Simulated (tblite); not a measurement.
C₈H₁₇P.
SMILES with atom numbers: `[CH3:1][CH2:2][C@@H:3]([CH3:4])[P:5]([CH3:6])[CH:7]1[CH2:8][CH2:9]1` (hydrogens: H10, H11, H12 on C1; H13, H14 on C2; H15 on C3; H16, H17, H18 on C4; H19, H20, H21 on C6; H22 on C7; H23, H24 on C8; H25, H26 on C9)

Geometry (GFN2-xTB, Å), atoms numbered from 1 in this order:
```
atom  x, y, z in Å
C1    -2.7444   -1.1242   -0.6414
C2    -1.3611   -1.1031    0.0000
C3    -0.9478    0.2819    0.5025
C4    -1.8230    0.7551    1.6584
P5     0.8478    0.2114    1.0581
C6     1.1801    2.0306    1.1881
C7     1.6202   -0.0202   -0.5964
C8     2.1357   -1.3790   -0.9725
C9     3.0978   -0.2884   -0.6389
H10   -2.9389   -2.1010   -1.0789
H11   -2.8097   -0.3769   -1.4302
H12   -3.5228   -0.9221    0.0897
H13   -0.6302   -1.4416   -0.7383
H14   -1.3337   -1.8065    0.8357
H15   -1.0188    1.0005   -0.3260
H16   -1.4808    1.7168    2.0347
H17   -1.7890    0.0361    2.4749
H18   -2.8574    0.8695    1.3418
H19    0.7327    2.5747    0.3567
H20    0.7896    2.4119    2.1292
H21    2.2587    2.1782    1.1796
H22    1.2052    0.5958   -1.3902
H23    2.0497   -1.6962   -2.0019
H24    2.0137   -2.1799   -0.2575
H25    3.6290   -0.3537    0.3000
H26    3.6764    0.1530   -1.4373
```

Calculated harmonic vibrations of the isolated species, GFN2-xTB (tblite), most abundant isotopes, no scaling. Against measured fundamentals such values can be off by several per cent, at times by over 20. One conformer, not necessarily the lowest.

Harmonic wavenumbers (cm⁻¹): 50.5, 58.2, 68.7, 121.3, 161.8, 167.1, 181.4, 198.9, 239.2, 259.4, 281.8, 299.2, 346.8, 374.0, 429.3, 664.2, 699.0, 729.3, 807.6, 812.8, 828.3, 867.0, 874.4, 892.5, 964.7, 972.4, 994.5, 1015.5, 1022.1, 1045.4, 1068.5, 1072.1, 1083.0, 1088.5, 1142.3, 1154.3, 1158.7, 1209.0, 1220.5, 1255.2, 1302.4, 1315.3, 1328.9, 1347.1, 1409.1, 1414.1, 1435.9, 1442.3, 1460.2, 1480.6, 1486.8, 1496.3, 1500.3, 1505.6, 1517.1, 2865.5, 2963.6, 2973.2, 2977.9, 2982.7, 3009.6, 3016.1, 3021.5, 3023.0, 3024.5, 3030.8, 3035.7, 3044.3, 3073.1, 3075.0, 3076.2, 3093.0.

A = 1833, B = 958.9, C = 688.2 MHz; mass 144.107 u (most abundant isotopes); point group C1, symmetry number 1.

Task: Zero-point energy?

Result: ½Σν̃ = 50304 cm⁻¹ = 143.82 kcal/mol.

Task: What is S at 298.15 K and 1 bar for an ideal gas of classical rigid rotors and harmonic oscillators?

Result: Translation 40.83, rotation 29.96, vibration 38.88: S = 109.7 cal/(mol K).

Task: And Cp and H(298.15 K) − H(0)?

Result: Cp = 46.88 cal/(mol K), of which vibrations give 38.93 (their classical limit is 72 R = 143.1); H(298.15 K) − H(0) = 8.41 kcal/mol without the zero-point energy, 6.04 from vibrations.

Task: Blend soft modes into free rotors: weight 1/[1 + (100 cm⁻¹/ν̃)⁴] for the oscillator and the rest for a rotor with moment μB/(μ + B), μ = h/(8π²ν), B = 10⁻⁴⁴ kg m². What vibrational entropy results?

Result: 35.76 cal/(mol K) in place of 38.88, which changes −T·S at 298.15 K by +0.93 kcal/mol.

Task: Which modes carry the vibrational entropy at 298.15 K?

Result: 50.5 cm⁻¹: 4.80; 58.2 cm⁻¹: 4.52; 68.7 cm⁻¹: 4.19; 121.3 cm⁻¹: 3.08; 161.8 cm⁻¹: 2.53; 167.1 cm⁻¹: 2.47 cal/(mol K); the other 66 give 17.30 together.

Task: How do the functions run with temperature in this model?

Result: 
```
 T (K)  S (cal/(mol K))  Cp (cal/(mol K))  H − H(0) (kcal/mol)  G − H(0) (kcal/mol)  ln q(vib)
    50             60.8              15.0                 0.54                -2.50       0.68
   100             73.8              23.3                 1.50                -5.88       2.32
373.15            121.3              56.9                12.31               -32.95      11.91
   500            140.1              72.2                20.52               -49.54      16.16
   750            173.9              94.3                41.53               -88.89      24.32
  1000            203.2             109.2                67.08              -136.11      32.02
```

q(vib) and H(0) count from the zero-point level.

Hindered rotation and anharmonicity are outside this model. Other conformers, if any are populated, would add a mixing term that is left out. The structure is chiral; the term R ln 2 for an equal mix with its mirror image is left out.
